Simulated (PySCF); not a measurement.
C₃H₆FNSi, SMILES [C@H]([SiH2]F)(N)C#C. The structure is a stationary point at PBE0-D3(BJ)/def2-SVP. The structure was generated by enumeration; whether it is a known compound was not checked. Other conformers were not sampled.

Computed equilibrium geometry at PBE0-D3(BJ)/def2-SVP (PySCF confirms it by a frequency run) as Cartesian coordinates in Å (one conformer of several):
```xyz
12

C      2.7185    -0.4549    -0.6582
C      1.6919    -0.3674    -0.0188
C      0.4046    -0.2213     0.6405
N     -0.1923    -1.5029     1.0207
Si    -0.6959     0.7683    -0.5492
F     -2.1675     0.8289     0.1579
H      3.6443    -0.5393    -1.1966
H      0.5507     0.3810     1.5566
H     -0.2805    -2.1046     0.2029
H     -1.1350    -1.3464     1.3749
H     -0.8390     0.0093    -1.8220
H     -0.2332     2.1654    -0.7734
```
Charge 0, spin multiplicity 1.
